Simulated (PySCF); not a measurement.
Numbering as in the mapped SMILES `[CH2:1]=[C:2]1[CH:3]=[CH:4][CH:5]=[C:6]([CH:7]2[CH2:8][CH2:9]2)[CH:10]=[CH:11]1`. Each H is labelled by its parent atom. Ha(C1) is cis to C3; Ha(C8), Ha(C9) are cis to C6 on the ring; Hb(C1) is trans to C3; Hb(C8), Hb(C9) are trans to C6 on the ring.

[PySCF 2.14.0 with density-fitted response routines: PBE0-D3(BJ)/def2-SVP geometry; CAM-B3LYP/pcSseg-1 with gauge-including orbitals; one averaged value for each set of equivalent atoms; single conformer; no solvent model; no relativistic terms]

References, each an isolated molecule treated in the same way: ¹³C, ¹H against TMS.

```tsv
atoms	nucleus	count	δ (ppm)
C5	¹³C	1	127.5
H(C5)	¹H	1	4.50
C1	¹³C	1	115.4
H(C11)	¹H	1	5.80
Ha(C8)/Ha(C9)	¹H	2	?
H(C7)	¹H	1	0.62
Ha(C1)	¹H	1	4.42
H(C3)	¹H	1	?
C8/C9	¹³C	2	?
C11	¹³C	1	149.6
H(C4)	¹H	1	?
C2	¹³C	1	157.2
C3	¹³C	1	145.6
C4	¹³C	1	136.5
C7	¹³C	1	17.7
C10	¹³C	1	?
C6	¹³C	1	160.1
H(C10)	¹H	1	?
Hb(C1)	¹H	1	4.43
Hb(C8)/Hb(C9)	¹H	2	0.82
```

**Question.** Fill in the missing shifts.

**Answer.** 
- C10: 141.4 ppm, alkene CH; as expected for a trigonal carbon in a double bond
- C8/C9: 14.0 ppm, three-membered-ring carbon; carbons of three-membered rings are unusually shielded
- H(C3): 5.67 ppm, hydrogen on an alkene CH; attached to an sp2 carbon and in the plane of the double bond
- H(C10): 5.40 ppm, hydrogen on an alkene CH; attached to an sp2 carbon and in the plane of the double bond
- H(C4): 5.26 ppm, hydrogen on an alkene CH; attached to an sp2 carbon and in the plane of the double bond
- Ha(C8)/Ha(C9): 0.31 ppm, hydrogen on a three-membered-ring carbon; cyclopropane-type protons are shielded by the ring

Shifts are as computed, not scaled to solution data. Of 1328 compounds with measured shifts, 309 miss one by over three times the rms of a fit or turn the order of signals round; such compounds aren't used in these exercises. Signals without a measured value on file couldn't be tested in this way.
